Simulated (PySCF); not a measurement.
Static response to an electric field

C3H7ClOSi.
Numbering: `[Cl:1][SiH2:2][O:3][CH:4]1[CH2:5][CH2:6]1` (hydrogens: H7, H8 on Si2; H9 on C4; H10, H11 on C5; H12, H13 on C6)

Geometry (GFN2-xTB, Å), atoms numbered from 1 in this order:
```
atom  x, y, z in Å
Cl1    1.2562    0.4229    2.7049
Si2    1.9501   -0.0308    0.8613
O3     0.8737   -0.8341   -0.0267
C4    -0.4094   -0.6110   -0.4827
C5    -1.0242    0.7533   -0.4817
C6    -1.5233   -0.2980    0.4680
H7     2.9887   -1.0379    0.9457
H8     2.3440    1.2428    0.2654
H9    -0.6166   -1.2680   -1.3211
H10   -1.6436    1.0385   -1.3179
H11   -0.4404    1.5614   -0.0695
H12   -1.2719   -0.1914    1.5111
H13   -2.4877   -0.7472    0.2897
```

Level: wB97X-D/def2-SVPD (PySCF), static field, nuclei fixed, core orbitals frozen in the response. The polarisability tensor in these axes (au):

```
x   77.37 -0.59  2.43
y   -0.59 65.94  1.07
z    2.43  1.07 74.89
```

Problem. Give the principal values, the mean and the anisotropy Δα = √{½[(α1 − α2)² + (α2 − α3)² + (α1 − α3)²]}.

Solution. Principal values 65.75, 73.60 and 78.86 au; mean 72.74 au = 10.78 Å³ = 11.99 × 10⁻⁴⁰ C²·m²/J; Δα = 11.43 au (16 % of the mean).

Problem. What is the dipole moment, and where does it point?

Solution. (-0.67, 0.36, -1.26) D, 1.48 D in size, pointing from the negative to the positive side. Measured along this direction, the outermost atoms are Cl1 at the negative end and H10 at the positive end.

Problem. What depolarisation ratio follows for Rayleigh scattering of linearly polarised light, taking the static tensor?

Solution. ρ = 3Δα²/(45ᾱ² + 4Δα²) = 391.7/(238077 + 522.3) = 0.00164.

Problem. Orientational against electronic polarisability at 298 K (dilute gas, rigid molecules)?

Solution. In Gaussian units μ²/3kT = 17.64 Å³ against 10.78 Å³, a ratio of 1.64; the Debye molar polarisation (4π/3)N_A(α + μ²/3kT) is 71.7 cm³/mol, leaving out the vibrational part.

Problem. Refractivity n − 1 of an ideal gas of it at 400 K and 1 atm, from the electronic α?

Solution. N = p/kT = 1.8347 × 10¹⁹ cm⁻³, so n − 1 = 2π × N × 10.78 × 10⁻²⁴ cm³ = 1243 × 10⁻⁶ at long wavelengths.

The structure is a single GFN2-xTB conformer in the gas phase; no vibrational or solvent corrections.
